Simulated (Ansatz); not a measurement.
One change: `F[Si](F)(Cl)[NH][GeH2][Cl]` becomes `F[Si](F)(Cl)O[SiH3]`.

Ansatz, PBE0-D4/def2-TZVP geometries, multiplicity 1. Each molecule was computed in one conformer, which needn't be the lowest.

Scalar relativity is left out up to krypton.

| property | `F[Si](F)(Cl)[NH][GeH2][Cl]` |
| --- | --- |
| HOMO energy (PBE/def2-TZVPP) / eV | -7.27 |
| LUMO energy (ωB97M-V/def2-TZVPP) / eV | 1.63 |
| size of the dipole moment (PBE/def2-TZVPP) / D | 2.51 |
| LUMO energy (PBE/def2-TZVPP) / eV | -1.16 |
| HOMO energy (B3LYP/def2-TZVPP) / eV | -8.45 |
| HOMO–LUMO gap (PBE0/def2-TZVPP) / eV | 8.55 |

(1) Give the same properties after the change, and the shifts. (Best estimate.)

## Answers

(1) Computed: 
```csv
property,`F[Si](F)(Cl)O[SiH3]`,shift
HOMO energy (PBE/def2-TZVPP) / eV,-8.09,-0.82
LUMO energy (ωB97M-V/def2-TZVPP) / eV,1.40,-0.23
size of the dipole moment (PBE/def2-TZVPP) / D,1.71,-0.80
LUMO energy (PBE/def2-TZVPP) / eV,-1.20,-0.04
HOMO energy (B3LYP/def2-TZVPP) / eV,-9.32,-0.87
HOMO–LUMO gap (PBE0/def2-TZVPP) / eV,9.26,0.71
```

With PBE0 the HOMO falls by 0.82 eV and the LUMO falls by 0.12 eV, so the gap widens by about 0.70 eV. PBE moves the HOMO by -0.82 eV and ωB97M-V by -0.80 eV. Dipoles are sizes alone; their direction can turn.

B3LYP here is the variant with VWN-RPA as its local correlation; programs differ in this.
